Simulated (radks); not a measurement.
Effect of the nuclear size on the osmium ion Os58+, [Ar]. Calculated with a radial shooting solver on a logarithmic mesh with Libxc functionals: Dirac Kohn-Sham, PBE, spin-unpolarised, spherical densities, finite nucleus; Fermi nuclear charge, rms radius 5.4126 fm. The rms radius is varied about that value; shifts are against it.

\begin{tabular}{lrrrrrrrrr}
rms radius (fm) & total energy shift (eV) & density at nucleus (e/bohr^3) & 1s1/2 shift (meV) & 2s1/2 shift (meV) & 2p1/2 shift (meV) & 3s1/2 shift (meV) & 3p1/2 shift (meV) & 3p3/2 shift (meV) & 4s1/2 (empty) shift (meV) \\ \hline
4.801 & -15.4 & 1.748e+06 & -6240 & -912 & -16.9 & -238 & -6.50 & 9.87 & -90.8 \\
4.9471 & -11.9 & 1.729e+06 & -4800 & -701 & -13.0 & -183 & -5.00 & 7.58 & -69.7 \\
5.4126 & 0 & 1.673e+06 & 0.000 & 0.000 & 0.000 & 0.000 & 0.000 & 0.000 & 0.000 \\
5.8673 & 12.2 & 1.624e+06 & 4950 & 722 & 13.5 & 188 & 5.17 & -7.82 & 71.9 \\
6.6629 & 35.1 & 1.549e+06 & 14200 & 2070 & 39.0 & 540 & 14.9 & -22.4 & 206 \\
\end{tabular}

Slopes of the eigenvalues against <r^2> in GHz/fm^2, as finite differences over the two radii next to the reference (eigenvalue slopes, not the field-shift constants of lines): 1s1/2 237000, 2s1/2 34600, 2p1/2 645, 3s1/2 9010, 3p1/2 247, 3p3/2 -374, 4s1/2 (empty) 3440.
